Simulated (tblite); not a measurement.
Species: C₄H₁₂Ge₂.
SMILES with atom numbers: `[CH2:1]=[CH:2][GeH2:3][C@H:4]([CH3:5])[GeH3:6]` (hydrogens: H7, H8 on C1; H9 on C2; H10, H11 on Ge3; H12 on C4; H13, H14, H15 on C5; H16, H17, H18 on Ge6)

Computed with GFN2-xTB (tblite), gas phase: L-BFGS steps from a force-field or distance-geometry start until the largest atomic force falls under 0.01 eV/Å.

Geometry at step 36:
```
atom  x, y, z in Å
C1      3.4090    0.7906    0.0053
C2      2.0958    0.9224    0.1005
Ge3     0.8479   -0.5447   -0.2711
C4     -0.9543   -0.2527    0.5114
C5     -1.7399   -1.5551    0.6063
Ge6    -1.9657    1.0781   -0.5522
H7      3.8568   -0.1637   -0.2359
H8      4.0885    1.6159    0.1634
H9      1.6728    1.8887    0.3568
H10     1.3860   -1.8773    0.2268
H11     0.7410   -0.7230   -1.7714
H12    -0.8088    0.1475    1.5162
H13    -1.1458   -2.3365    1.0889
H14    -2.0102   -1.9047   -0.3915
H15    -2.6624   -1.4276    1.1842
H16    -1.2134    1.6474   -1.7142
H17    -2.3952    2.2336    0.2921
H18    -3.2107    0.4675   -1.1270
```

Question: What forces act on the atoms?

Answer: 
```json
{"atom": "C1", "Fx (eV/Å)": "-0.042", "Fy (eV/Å)": "-0.013", "Fz (eV/Å)": "0.016"}
{"atom": "C2", "Fx (eV/Å)": "-0.031", "Fy (eV/Å)": "-0.049", "Fz (eV/Å)": "-0.040"}
{"atom": "Ge3", "Fx (eV/Å)": "0.036", "Fy (eV/Å)": "-0.116", "Fz (eV/Å)": "-0.034"}
{"atom": "C4", "Fx (eV/Å)": "-0.012", "Fy (eV/Å)": "-0.027", "Fz (eV/Å)": "-0.052"}
{"atom": "C5", "Fx (eV/Å)": "-0.070", "Fy (eV/Å)": "-0.142", "Fz (eV/Å)": "0.062"}
{"atom": "Ge6", "Fx (eV/Å)": "-0.058", "Fy (eV/Å)": "0.036", "Fz (eV/Å)": "-0.031"}
{"atom": "H7", "Fx (eV/Å)": "-0.013", "Fy (eV/Å)": "0.091", "Fz (eV/Å)": "-0.003"}
{"atom": "H8", "Fx (eV/Å)": "0.007", "Fy (eV/Å)": "-0.041", "Fz (eV/Å)": "0.034"}
{"atom": "H9", "Fx (eV/Å)": "0.014", "Fy (eV/Å)": "-0.059", "Fz (eV/Å)": "-0.042"}
{"atom": "H10", "Fx (eV/Å)": "0.033", "Fy (eV/Å)": "0.116", "Fz (eV/Å)": "-0.016"}
{"atom": "H11", "Fx (eV/Å)": "-0.014", "Fy (eV/Å)": "0.000", "Fz (eV/Å)": "0.049"}
{"atom": "H12", "Fx (eV/Å)": "-0.010", "Fy (eV/Å)": "0.039", "Fz (eV/Å)": "0.048"}
{"atom": "H13", "Fx (eV/Å)": "-0.041", "Fy (eV/Å)": "0.053", "Fz (eV/Å)": "-0.024"}
{"atom": "H14", "Fx (eV/Å)": "0.021", "Fy (eV/Å)": "-0.032", "Fz (eV/Å)": "0.063"}
{"atom": "H15", "Fx (eV/Å)": "0.134", "Fy (eV/Å)": "0.035", "Fz (eV/Å)": "-0.121"}
{"atom": "H16", "Fx (eV/Å)": "0.051", "Fy (eV/Å)": "0.010", "Fz (eV/Å)": "0.012"}
{"atom": "H17", "Fx (eV/Å)": "-0.040", "Fy (eV/Å)": "0.099", "Fz (eV/Å)": "0.025"}
{"atom": "H18", "Fx (eV/Å)": "0.036", "Fy (eV/Å)": "0.000", "Fz (eV/Å)": "0.051"}
```

The largest, 0.18 eV/Å, acts on H15; the rms over all components is 0.055 eV/Å. The forces sum to zero within rounding, as they must for an isolated molecule in no field.

Question: Give the force on H15 in Eh/bohr and in nN.

Answer: 0.184 eV/Å ÷ 51.422 = 0.00358 Eh/bohr, and 0.184 eV/Å × 1.602 = 0.29 nN.

Question: How far is this geometry from the end of the optimisation?

Answer: 0.124 eV above it, and 0.734 Å rms away after alignment. The bonds farthest from their final lengths, with half the difference of the two atoms' forces along the bond (positive lengthens):

| bond | now (Å) | final (Å) | force along bond (eV/Å) |
| --- | --- | --- | --- |
| C2–Ge3 | 1.962 | 1.949 | 0.00 |
| Ge3–H10 | 1.521 | 1.512 | -0.10 |
| C4–Ge6 | 1.981 | 1.973 | +0.03 |
| Ge3–H11 | 1.515 | 1.509 | -0.05 |
| C5–H15 | 1.096 | 1.091 | -0.12 |
| C5–H13 | 1.094 | 1.091 | -0.08 |

The angle farthest from its final value is C4–Ge6–H16, 114.6° against 111.6°.

The cost below is that of the whole relaxation. On one thread, Arm Neoverse V2 (aarch64), no GPU, shared host with 96 logical CPUs at a one-minute load of 37, this took 1.4 s of wall time.
